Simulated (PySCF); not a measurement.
Spectra and structures to be paired. Computed with TDDFT CAM-B3LYP/def2-SVPD, vertical, gas phase, core orbitals frozen in the response (PySCF 2.14.0, density-fitted response routines). Geometries: PBE0-D3(BJ)/def2-SVP; one conformer of each isolated species. Triplets are in the Tamm–Dancoff approximation.

A. `CCC(C)(C)[BH2-][NH3+]`
B. `C=C(F)SC`
C. `C1SCC1F`
D. `C(C)(=S)CF`
E. `C=CSCF`

Lowest singlet levels (six at most, fewer where fewer were computed) with oscillator strengths:

1. 230 nm (f 0.072); 203 nm (f 0.108); 196 nm (f 0.012); 178 nm (f 0.008); 170 nm (f 0.170); 168 nm (f 0.030); T1 3.95 eV
2. 202 nm (f 0.006); 190 nm (f 0.010); 165 nm (f 0.015); 164 nm (f 0.003); 162 nm (f 0.009); 160 nm (f 0.058)
3. 474 nm (f 0.000); 224 nm (f 0.210); 198 nm (f 0.071); 191 nm (f 0.001); 182 nm (f 0.037); 167 nm (f 0.002); T1 2.18 eV
4. 258 nm (f 0.000); 206 nm (f 0.022); 189 nm (f 0.022); 181 nm (f 0.045); 165 nm (f 0.004); 162 nm (f 0.042); T1 4.31 eV
5. 218 nm (f 0.068); 206 nm (f 0.147); 192 nm (f 0.007); 180 nm (f 0.039); 169 nm (f 0.027); 166 nm (f 0.015); T1 3.88 eV

Question: Match each spectrum to its molecule.

Answer: 1 = B, 2 = A, 3 = D, 4 = C, 5 = E.
- A: S1 at 6.13 eV, HOMO→LUMO (97%); Löwdin shares by element: HOMO carbon 43% or more, boron 25% (atoms not listed hold the other 32%); LUMO hydrogen 43% or more, boron 21% (atoms not listed hold the other 36%); HOMO -8.37 and LUMO 0.41 eV.
- B: S1 at 5.39 eV, HOMO→LUMO (79%); Löwdin shares by element: HOMO sulfur 49%, carbon 42%; LUMO carbon 52%, sulfur 26% (atoms not listed hold the other 22%); HOMO -7.98 and LUMO 0.76 eV.
- C: S1 at 4.80 eV, HOMO→LUMO (88%), HOMO→LUMO+5 (11%); Löwdin shares by element: HOMO sulfur 71%, carbon 19% or more; LUMO sulfur 66%, carbon 19% or more (atoms not listed hold the other 15%); HOMO -8.12 and LUMO 0.75 eV; point group Cs, 1 of its 6 listed states under f = 0.0005.
- D: S1 at 2.62 eV, HOMO→LUMO (99%); S1 has the pattern of n→π* at C=S; HOMO -8.08 and LUMO -1.21 eV; point group Cs, 1 of its 6 listed states under f = 0.0005.
- E: S1 at 5.69 eV, HOMO→LUMO (60%), HOMO→LUMO+1 (20%); Löwdin shares by element: HOMO carbon 47%, sulfur 45%; LUMO carbon 63%, sulfur 18% (atoms not listed hold the other 19%); HOMO -8.03 and LUMO 0.79 eV.
